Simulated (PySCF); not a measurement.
Energy profile

The step: SiH₂F₂ ([F][SiH2][F]) → SiF₂ + H₂; bonds formed: H2–H3; bonds broken: Si1–H2, Si1–H3 (atoms numbered as in the saddle structure below).

Si1  (-0.230, -0.278, 0.378)
H2  (0.768, 0.159, -1.003)
H3  (0.700, -0.981, -0.538)
F4  (-1.596, 0.287, -0.209)
F5  (0.358, 0.814, 1.372)
(Å)

Electronic energies by CCSD(T) at an estimated basis limit (MP2 extrapolated from triple and quadruple zeta, plus CCSD(T) − MP2 in triple zeta), on PBE0-D4/def2-TZVP structures; SiH₂F₂, closed shell; no counterpoise correction. Program: PySCF 2.14 with density fitting (its default auxiliary sets; JK sets also for MP2 and CCSD(T)). Basis: def2-TZVPP and def2-QZVPP. Cores are frozen in the correlated methods. Extrapolation: Hartree–Fock as exp(−7.88 √X), correlation as X^−2.97.

(1) Give the profile in kJ/mol, counted from the start structure. (Judge from chemistry; the value comes from the calculation.)

T1 diagnostic: at most 0.016. The restricted Hartree–Fock reference is unstable towards an unrestricted one at one or more of these structures. A large double-excitation amplitude points to some diradical character; no triplet was computed. The end structure is not quite a true minimum (one mode of 29i cm⁻¹).

Answers

(1) The calculation gives:
| point | kJ/mol |
| --- | --- |
| start structure | 0.0 |
| saddle | 366.1 |
| end structure | 158.4 |
| separated: SiF₂ (linked as [F][Si][F]; Si1, F4, F5; singlet) + H₂ (H2, H3; singlet) | 160.5 |

Losses and insertions of silylenes and their heavier kin drive the gas-phase chemistry of silicon and germanium vapour deposition.

For scale, one of the runs: CCSD(T)/def2-TZVPP, 132 basis functions, launched by `OMP_NUM_THREADS=4 python run.py`. Hardware: 4 CPU threads of an Arm Neoverse V1, shared host. Wall time 58 s; peak host memory 0.75 GiB.
